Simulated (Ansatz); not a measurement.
Geometry optimisation, RKS PBE/def2-mTZVP in Ansatz 0.2.0.

Input file:

```yaml
crystal:
  periodic: [false, false, false]
  atoms:
    - { symbol: Sn, position_ang: [0.0, 0.0, 0.0] }
    - { symbol: O, position_ang: [0.0, 0.0, 2.31] }
    - { symbol: H, position_ang: [-0.9095, -0.2814, 2.6471] }
    - { symbol: H, position_ang: [1.6408, 0.0, -0.5794] }
    - { symbol: H, position_ang: [-0.8195, 1.4198, -0.5794] }
    - { symbol: H, position_ang: [-0.8195, -1.4198, -0.5794] }
    - { symbol: "N", position_ang: [1.2526, -1.9022, 0.7568] }
    - { symbol: H, position_ang: [0.8135, -2.8668, 0.7399] }
    - { symbol: H, position_ang: [2.245, -1.7777, 1.1079] }
    - { symbol: H, position_ang: [0.7553, -1.1469, 1.918] }
basis:
  gaussian: { orbitals: def2-mTZVP }
hamiltonian:
  xc: pbe
relax:
  f_tol: 0.15
  max_steps: 25
  restrain:
    - { distance: [0, 6], at: 2.1, k: 30.0 }
    - { distance: [9, 1], at: 1.01, k: 30.0 }
    - { distance: [0, 1], at: 3.16, k: 30.0 }
    - { distance: [9, 6], at: 2.26, k: 30.0 }
```

Run as:

```bash
$ ansatz run input.yaml --threads 2 --pin off --max-ram 3072MiB --backend cpu --events-out ev --progress --plain --runs-dir out
```

**Question.** Where does it end, and by what steps?

**Answer.** The forces met the threshold. The restraints hold the end off the free minimum. After 22 steps the energy has fallen by 1.981 eV (the restraints' own energy left out); H5 moved furthest, 1.76 Å. Parted: Sn1–O2 (2.31 → 3.16 Å). Joined: O2–H10 (1.43 → 0.99 Å).

```json
{"step": "0", "energy less start (eV)": "0.0000", "largest force component (eV/Å)": "3.045", "accepted": "yes"}
{"step": "1", "energy less start (eV)": "0.3870", "largest force component (eV/Å)": "1.916", "accepted": "yes"}
{"step": "2", "energy less start (eV)": "0.1921", "largest force component (eV/Å)": "1.616", "accepted": "yes"}
{"step": "3", "energy less start (eV)": "-0.4021", "largest force component (eV/Å)": "1.186", "accepted": "yes"}
{"step": "4", "energy less start (eV)": "-0.8593", "largest force component (eV/Å)": "0.652", "accepted": "yes"}
{"step": "5", "energy less start (eV)": "-1.1806", "largest force component (eV/Å)": "0.600", "accepted": "yes"}
{"step": "6", "energy less start (eV)": "-1.4105", "largest force component (eV/Å)": "0.764", "accepted": "yes"}
{"step": "7", "energy less start (eV)": "-1.5486", "largest force component (eV/Å)": "0.640", "accepted": "yes"}
{"step": "8", "energy less start (eV)": "-1.6140", "largest force component (eV/Å)": "0.481", "accepted": "yes"}
{"step": "9", "energy less start (eV)": "-1.6284", "largest force component (eV/Å)": "0.494", "accepted": "yes"}
{"step": "10", "energy less start (eV)": "-1.6332", "largest force component (eV/Å)": "0.758", "accepted": "yes"}
{"step": "11", "energy less start (eV)": "-1.6520", "largest force component (eV/Å)": "0.565", "accepted": "yes"}
{"step": "12", "energy less start (eV)": "-1.6854", "largest force component (eV/Å)": "0.477", "accepted": "yes"}
{"step": "13", "energy less start (eV)": "-1.7251", "largest force component (eV/Å)": "0.608", "accepted": "yes"}
{"step": "14", "energy less start (eV)": "-1.7913", "largest force component (eV/Å)": "1.037", "accepted": "yes"}
{"step": "15", "energy less start (eV)": "-1.7810", "largest force component (eV/Å)": "2.086", "accepted": "no"}
{"step": "16", "energy less start (eV)": "-1.9077", "largest force component (eV/Å)": "0.482", "accepted": "yes"}
{"step": "17", "energy less start (eV)": "-1.9504", "largest force component (eV/Å)": "0.486", "accepted": "yes"}
{"step": "18", "energy less start (eV)": "-1.9727", "largest force component (eV/Å)": "0.471", "accepted": "yes"}
{"step": "19", "energy less start (eV)": "-1.9581", "largest force component (eV/Å)": "0.808", "accepted": "no"}
{"step": "20", "energy less start (eV)": "-1.9768", "largest force component (eV/Å)": "0.487", "accepted": "yes"}
{"step": "21", "energy less start (eV)": "-1.9727", "largest force component (eV/Å)": "0.620", "accepted": "no"}
{"step": "22", "energy less start (eV)": "-1.9806", "largest force component (eV/Å)": "0.479", "accepted": "yes"}
```

```xyz
10
Properties=species:S:1:pos:R:3
Sn 0.198 -0.562 -0.419
O 0.464 0.403 2.580
H -0.385 0.553 3.038
H 1.350 0.710 -0.440
H -1.370 -0.102 0.120
H 0.035 -1.225 -2.022
N 0.907 -2.043 0.886
H 0.483 -2.954 0.674
H 1.919 -2.169 0.758
H 0.559 -0.586 2.568
```

Time of the run: 42 s on 2 threads of Arm Neoverse V1, with other jobs on the host, peak memory 0.13 GiB.
